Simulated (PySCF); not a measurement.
Work out the structure from these simulated measurements.

Elements present: B, C, H, O and Si. Monoisotopic mass: 134.0207 u.

- Valence photoelectron: vertical ionisation energy: 10.43 eV [ΔSCF CAM-B3LYP/def2-SVPD]
- NMR, other nuclei: isotropic shieldings of nuclei other than C and H, by class: 76 (1 B), -67 (1 O), 136 (1 O), 171 (2 O), 387 (1 Si) ppm [GIAO KT3/pcSseg-1]
- Triplet: lowest triplet excitation (Tamm–Dancoff): 5.55 eV [TDA CAM-B3LYP/def2-SVPD]
- 1H NMR: chemical shifts (computed TMS as zero) by class: 6.88 (2 H), 4.88 (2 H), 2.05 (3 H) ppm [GIAO KT3/pcSseg-1]
- Rotational structure: rotational constants A, B, C: 3.363, 1.007, 0.792 GHz [PBE0-D3(BJ)/def2-SVP]
- UV, strongest line: among the 10 lowest singlet transitions: S8 at 8.07 eV (154 nm, f = 0.109) [TDDFT CAM-B3LYP/def2-SVPD]
- 13C NMR: chemical shifts (computed TMS as zero) by class: 165.8 (1 C), 22.5 (1 C) ppm [GIAO KT3/pcSseg-1]
- Dipole: 1.99 D [CAM-B3LYP/def2-SVPD]
- Polarisability: 79.2 au [CAM-B3LYP/def2-SVPD]
- UV, first state: lowest singlet excitation: 6.02 eV (206 nm, f = 0.001) [TDDFT CAM-B3LYP/def2-SVPD]

The electronic properties come from PySCF, for the isolated species, density fitting. Levels stand in brackets. Isolated species at its PBE0-D3(BJ)/def2-SVP geometry (one conformer only). Each NMR value is the plain mean over a class of atoms that symmetry, rotation or inversion makes alike.

Question: Which formula fits the mass and the elements?

Answer: C2H7BO4Si (calculated 134.0207). No other formula that holds each of these elements comes within 0.0003 u with a fitting electron parity and a possible valence count.

Question: What is the compound? Reason from the data.

Answer: Numbering: `[CH3:1][C:2](=[O:3])[O:4][SiH2:5][B:6]([OH:7])[OH:8]`. 2 carbons fall into 2 classes; from least to most shielded: carbonyl carbon [C2] (165.8 ppm), methyl carbon next to a carbonyl [C1] (22.5 ppm). Hydrogen classes from least to most shielded: 2 H on 2 boron-bound oxygens, O7/O8 (6.88 ppm, a mean of values up to 5.7 ppm apart in this geometry), 2 H on an oxygen-bound silicon, Si5 (4.88 ppm), 3 H on a methyl carbon next to a carbonyl, C1 (2.05 ppm). The other shieldings belong to: 76 ppm, three-coordinate boron [B6]; -67 ppm, carbonyl oxygen [O3]; 136 ppm, oxygen singly bound to a carbonyl carbon [O4]; 171 ppm, boron-bound oxygen [O7/O8]; 387 ppm, oxygen-bound silicon [Si5]. The first electron is taken from the HOMO, whose largest Löwdin shares are 0.25 on the oxygen-bound silicon, 0.20 on the three-coordinate boron, 0.18 on a boron-bound oxygen and 0.11 on the oxygen singly bound to a carbonyl carbon. The optimised geometry has point group C1 and is an asymmetric top. Structure: `CC(=O)O[SiH2]B(O)O`. The assignments are read from this structure; whether some other isomer fits the data as well wasn't checked.
